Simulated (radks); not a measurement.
Q: The potassium anion K-, [Ar] 4s2, held by a Watson sphere: a shell of charge +1 at radius R that stands for the Madelung well of a crystal (potential energy -1/R inside, -1/r outside, in hartree with lengths in bohr). Method: non-relativistic Kohn-Sham, LDA (Slater exchange, VWN5 correlation), spin-polarised, spherical densities, point nucleus; computed with a radial shooting solver on a logarithmic mesh with Libxc functionals. Response by self-consistent Sternheimer equations with the Hartree and adiabatic LDA kernel. The sphere does not respond.

R (bohr)  e(3s) (eV)  e(3p) (eV)  e(4s) (eV)  <r> 4s (bohr)  sum of <r^2> (bohr^2)  X-ray form factor at sin(theta)/lambda = 0.1 1/angstrom  alpha (bohr^3)
2.71         -36.876     -20.931      -3.649          4.242                  61.24                                                   17.028           178.0
2.81         -36.638     -20.695      -3.633          4.263                  61.66                                                   17.018           180.8
3.31         -35.705     -19.761      -3.527          4.395                  64.22                                                   16.967           200.0
3.41         -35.561     -19.615      -3.501          4.425                  64.80                                                   16.956           204.8
3.46         -35.494     -19.547      -3.488          4.440                  65.10                                                   16.951           207.2
3.51         -35.429     -19.481      -3.474          4.455                  65.40                                                   16.946           209.8
3.61         -35.307     -19.358      -3.447          4.487                  66.03                                                   16.936           215.1
3.93         -34.978     -19.023      -3.353          4.591                  68.12                                                   16.904           233.6

Estimate the row for R = 2.3 bohr.

A: e(3s) (eV) -38.079; e(3p) (eV) -22.102; e(4s) (eV) -3.694; <r> 4s (bohr) 4.175; sum of <r^2> (bohr^2) 59.81; X-ray form factor at sin(theta)/lambda = 0.1 1/angstrom 17.067; alpha (bohr^3) 170.0.
